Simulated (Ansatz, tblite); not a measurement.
Forces on the cluster Li2Te at its PBE-D4/def2-TZVP geometry. Total charge 0; singlet.

In the def2 sets Te takes a core potential; there is no spin–orbit coupling. The xTB rows come from tblite. The structure comes from a short search, and lower isomers may exist.

GFN1-xTB (tblite), largest force 0.97 eV/Å:

```xyz
3
positions Å, forces eV/Å
Li    1.331    1.049   -0.906   -0.501   -0.696    0.366
Li   -1.634   -0.037    1.010    0.778   -0.227   -0.461
Te    0.303   -1.012   -0.104   -0.277    0.923    0.095
```

GFN2-xTB (tblite), largest force 0.81 eV/Å:

```
Li 0.040 0.444 -0.061
Li -0.272 0.330 0.141
Te 0.232 -0.774 -0.080
```

PBE-D4/def2-TZVP (Ansatz), largest force 0.01 eV/Å:

```
Li -0.004 -0.004 0.003
Li 0.006 -0.001 -0.003
Te -0.002 0.005 0.001
```
